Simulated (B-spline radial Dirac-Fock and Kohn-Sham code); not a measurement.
## Core-level shifts of strontium with charge state

The computed values come from a B-spline atomic structure program: Dirac-Fock ΔSCF + Breit + QED. Each ion is free and in its tabulated ground configuration. Electron correlation is not included.

Reference: Sr¹⁵⁺, [Ar] 3d5, with 1s 16587.8 eV, 2p1/2 2486.9 eV, 2p3/2 2419.2 eV, 3s 772.1 eV, 3d 556.5 eV, Kα1 (K-L3) 14168.6 eV, Kβ1 (K-M3) 15908.3 eV, Lℓ (L3-M1) 1647.1 eV. Shifts from it, in eV (a dash: the subshell is empty, belongs to an open shell averaged over j, or its hole state is left out as unreliable):

| ion | configuration | 1s | 2p1/2 | 2p3/2 | 3s | 3d | Kα1 | Kβ1 | Lℓ |
| --- | --- | --- | --- | --- | --- | --- | --- | --- | --- |
| Sr¹⁶⁺ | [Ar] 3d4 | +63.4 | +63.1 | +63.1 | +48.4 | +51.7 | +0.36 | +15.59 | +14.67 |
| Sr¹⁷⁺ | [Ar] 3d3 | +129.3 | +128.5 | +128.4 | +98.0 | +105.1 | +0.91 | +32.31 | +30.34 |
| Sr¹⁸⁺ | [Ar] 3d2 | +197.5 | +196.2 | +195.9 | +148.9 | +160.0 | +1.67 | +50.15 | +46.99 |
| Sr¹⁹⁺ | [Ar] 3d1 | ? | ? | ? | ? | ? | ? | ? | ? |

Question: Give the missing shifts for Sr¹⁹⁺.

Answer: 1s +268.2, 2p1/2 +266.0, 2p3/2 +265.6, 3s +200.9, 3d +216.6, Kα1 +2.66, Kβ1 +69.12, Lℓ +64.62 (eV).

Over this range K (1s) moves by +268.2 eV and Kα1 by +2.7 eV: a line is a difference of two levels that shift in the same direction.
